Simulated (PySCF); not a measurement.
## Field gradients at the hydrogen positions

C5H15NOSi2.
Atom-mapped SMILES: `[CH3:1][NH:2][SiH2:3][SiH2:4][C:5]([CH3:6])([CH3:7])[CH:8]=[O:9]` (hydrogens: H10, H11, H12 on C1; H13 on N2; H14, H15 on Si3; H16, H17 on Si4; H18, H19, H20 on C6; H21, H22, H23 on C7; H24 on C8)

Cartesian coordinates in Å at the GFN2-xTB level; atoms count from 1:
```xyz
24
C5H15NOSi2 angstrom
C      3.579    0.004    0.260
N      2.167    0.063   -0.030
Si     1.495   -0.336   -1.553
Si    -0.800   -0.146   -1.430
C     -1.529    0.137    0.363
C     -3.051    0.076    0.331
C     -0.956   -0.932    1.289
C     -1.042    1.484    0.687
O      0.048    1.766    1.135
H      3.734   -0.163    1.328
H      4.103    0.922   -0.024
H      4.021   -0.824   -0.291
H      1.700    0.763    0.535
H      1.941   -1.713   -1.824
H      1.986    0.454   -2.704
H     -1.371    0.940   -2.243
H     -1.532   -1.346   -1.863
H     -3.462    0.256    1.325
H     -3.384   -0.905    0.001
H     -3.461    0.820   -0.349
H     -1.367   -0.821    2.292
H     -1.208   -1.927    0.925
H      0.126   -0.849    1.353
H     -1.747    2.296    0.414
```

Level: PBE0/pcSseg-1 (PySCF, non-relativistic); Q(2H) = 0.00286 b; rigid geometry, the same for H and D, with no vibrational averaging.

**Question.** Rank these positions by the coupling χzz of a deuteron there, largest first.
A. H22 (methyl hydrogen)
B. H11 (methyl hydrogen)
C. H17 (Si–H hydrogen)
D. H24 (formyl hydrogen)
E. H23 (methyl hydrogen)
F. H15 (Si–H hydrogen)

**Answer.** A (210 kHz), E (205 kHz), B (200 kHz), D (180 kHz), C (108 kHz), F (101 kHz).

**Question.** Tabulate Vzz, the asymmetry η and χzz = 234.96 MHz × Q × Vzz for every hydrogen position.

**Answer.** 
```csv
atom,bonded to,bond length (Å),Vzz (au),η,χzz (kHz)
H10,C1,1.092,0.3038,0.05,204
H11,C1,1.095,0.2970,0.05,200
H12,C1,1.088,0.3082,0.07,207
H13,N2,1.014,0.3781,0.21,254
H14,Si3,1.472,0.1567,0.04,105
H15,Si3,1.480,0.1497,0.03,101
H16,Si4,1.472,0.1590,0.03,107
H17,Si4,1.471,0.1603,0.03,108
H18,C6,1.090,0.3093,0.02,208
H19,C6,1.088,0.3133,0.02,211
H20,C6,1.088,0.3125,0.02,210
H21,C7,1.090,0.3102,0.04,208
H22,C7,1.088,0.3132,0.03,210
H23,C7,1.087,0.3045,0.03,205
H24,C8,1.109,0.2673,0.01,180
```

**Question.** Average by the element that carries the hydrogen.

**Answer.** on C: 204 kHz over 10 positions, mean bond length 1.092 Å; on N: 254 kHz over 1 position, mean bond length 1.014 Å; on Si: 105 kHz over 4 positions, mean bond length 1.474 Å.

**Question.** How does χzz go with the bond length over the 10 C–H bonds?

**Answer.** A straight-line fit has a slope of -13.4 kHz for each 0.01 Å, with a correlation coefficient of -0.96, over lengths from 1.087 to 1.109 Å. The longer bonds have the smaller couplings here.

**Question.** A static deuteron (I = 1) shows a doublet split by (3/2)χ, (3/4)χ(1 + η) and (3/4)χ(1 − η) with the field along z, y and x of the gradient. What are these for H13?

**Answer.** With |χ| = 254.1 kHz and η = 0.207: 381, 230 and 151 kHz, to first order and without motion.

Geometry: GFN2-xTB, one conformer, isolated molecule. GFN2-xTB bond lengths can be off by several hundredths of an ångström, more for odd bonds, and the gradients follow them. The basis is small and wasn't made for field gradients, so the couplings can be 20 % off.
